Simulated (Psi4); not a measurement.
lithium hydride (HLi), singlet, geometry from GFN2-xTB (such geometries of metal compounds can be far from the true shape). Base run: R2SCAN/6-311G** in Psi4.

Geometry (Å):
```xyz
2

Li     0.0000     0.0000    -0.3436
H      0.0000     0.0000     1.0307
```
All else is at Psi4's defaults (density fitting).

The base run was repeated with changes; each row names its change, and settings that it needs were set with it.

```tsv
change	E (Eh)	dipole (D)
base	-8.05807	5.42
functional = mn15	-8.07675	5.38
functional = cam-b3lyp	-8.05493	5.35
functional = bp86	-8.06388	5.31
functional = pbe	-8.03638	5.25
functional = m06-l	-8.07707	5.55
functional = tpssh	-8.07262	5.38
functional = scan	-8.05867	5.41
functional = wb97m-v	-8.05392	5.33
functional = bhhlyp	-8.06448	5.40
functional = wb97x	-8.06589	5.46
functional = hse06	-8.04481	5.36
functional = tpss	-8.07366	5.36
```

Totals shift with the method and basis; they matter in differences.
